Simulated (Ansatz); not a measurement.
SbH2(vinyl) (C2H5Sb). Charge 0, multiplicity 1. Geometry r2SCAN-D4/def2-TZVP; atoms count from 1.

```xyz
8

Sb    1.191    1.191    0.339
H     1.726    1.405   -1.275
H     0.163    2.552    0.175
C    -0.341   -0.207   -0.205
C    -0.533   -1.329    0.480
H    -0.969    0.020   -1.064
H     0.073   -1.592    1.343
H    -1.309   -2.040    0.206
```

In the def2 sets Sb takes a core potential; there is no spin–orbit coupling.

Question: Estimate the Mulliken populations from the PBE0/def2-TZVP orbitals of Ansatz.

Answer: 
```json
{"atom": "Sb1", "charge (e)": "0.21"}
{"atom": "H2", "charge (e)": "-0.02"}
{"atom": "H3", "charge (e)": "-0.02"}
{"atom": "C4", "charge (e)": "-0.31"}
{"atom": "C5", "charge (e)": "-0.26"}
{"atom": "H6", "charge (e)": "0.13"}
{"atom": "H7", "charge (e)": "0.13"}
{"atom": "H8", "charge (e)": "0.13"}
```
Mulliken values depend strongly on the basis.

Question: And the Mayer bond orders between heavy atoms (over 0.3)?

Answer: Sb1–C4 0.96 (2.14 Å); C4–C5 1.96 (1.33 Å).
